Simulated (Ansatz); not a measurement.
Input file for Ansatz (a first-principles code): R-CCSD(T)/cc-pV(T+d)Z on H2 (SMILES [H][H]). The basis file is the Basis Set Exchange's JSON of that set.

Ansatz 0.2 input:
```yaml
crystal:
  periodic: [false, false, false]
  atoms:
    - {symbol: H, position_ang: [0.00000000, 0.00000000, 0.37198582]}
    - {symbol: H, position_ang: [-0.00000000, -0.00000000, -0.37198582]}
basis:
  gaussian:
    orbitals: cc-pV_T+d_Z.json
magnetization: {spin_polarized: false}
correlation: {method: ccsd_t, electrons: outside_noble_gas}
scf: {lower_state_search: off}
```

Question: Give the final energy of this run.

Answer: -1.1723 hartree (reference determinant -1.1329, T1 diagnostic 0.006).
